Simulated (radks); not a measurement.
Results of a calculation; reference values are marked as such.
Sc II, configuration [Ar] 3d1 4s1.

Code: a radial shooting solver on a logarithmic mesh with Libxc functionals. Model: scalar-relativistic Kohn-Sham, r2SCAN, spin-polarised, spherical densities, finite nucleus; open shells are filled with parallel spins first; meta-GGA in the generalised Kohn-Sham scheme; Fermi nuclear charge, rms radius 3.5459 fm.

Energy parts (eV):
part                      energy
total                 -20789.936
kinetic                20949.001
electron-nucleus      -49242.809
Hartree                 8563.260
exchange-correlation   -1059.389

Orbitals (lengths in bohr, moments of r in powers of bohr):
| orbital | occ. | eigenvalue (eV) | <r^4> |
|---|---|---|---|
| 1s up | 1 | -4423.392 | 0.0001331 |
| 1s down | 1 | -4423.369 | 0.0001331 |
| 2s up | 1 | -488.5033 | 0.03416 |
| 2s down | 1 | -488.1902 | 0.03407 |
| 2p up | 3 | -399.9896 | 0.02828 |
| 2p down | 3 | -399.7355 | 0.02817 |
| 3s up | 1 | -64.5152 | 2.887 |
| 3s down | 1 | -63.3603 | 2.880 |
| 3p up | 3 | -42.1303 | 4.578 |
| 3p down | 3 | -40.9352 | 4.409 |
| 3d up | 1 | -10.2262 | 38.17 |
| 3d down | 0 | -8.4771 | 38.86 |
| 4s up | 1 | -10.4225 | 237.3 |
| 4p up | 0 | -6.6114 | 464.7 |

The highest occupied level is 3d up at -10.226 eV. Summed over all electrons, <r^2> = 29.67 bohr^2, which gives a Langevin (diamagnetic) susceptibility term of -23.5 x 10^-6 cm^3/mol. The density falls to 0.001 e/bohr^3 at r = 4.27 bohr.
